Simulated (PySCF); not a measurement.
## $^{15}$N chemical shifts

Theory: geometry from GFN2-xTB, PBE0/pcSseg-1 with gauge-including orbitals, in PySCF 2.14 (one conformer, fast rotation and ring inversion assumed for equivalent nuclei, non-relativistic Hamiltonian, in vacuum).

Shieldings were converted by a linear fit to measured shifts: $^{15}$N (scatter 6.3 ppm rms vs CH3NO2, solution or neat liquid). Occasional misses reach two or three times the rms, and more in compound classes unlike the fitted ones.

Problem. Give the $^{15}$N shifts of `Cc1ncc(C(F)(F)F)cp1`, `NCC(CN)N[SiH2]F`, `O=CN[C@]1([SiH3])C[SiH2]1`, `Cc1ccpc(C(F)(F)F)n1`, `CCc1csc(Cl)n1`.

Solution. 
```tsv
compound	environment	δ (ppm)
Cc1ncc(C(F)(F)F)cp1	pyridine-type ring nitrogen	-57.1
[NH2:1][CH2:2][CH:3]([CH2:4][NH2:5])[NH:6][SiH2:7][F:8]	N1/5: amine nitrogen (×2)	-364.9
[NH2:1][CH2:2][CH:3]([CH2:4][NH2:5])[NH:6][SiH2:7][F:8]	N6: nitrogen bonded to C, Si, H	-365.1
O=CN[C@]1([SiH3])C[SiH2]1	amide-type nitrogen	-251.5
Cc1ccpc(C(F)(F)F)n1	pyridine-type ring nitrogen	-49.7
CCc1csc(Cl)n1	pyridine-type nitrogen of an azole	-67.6
```
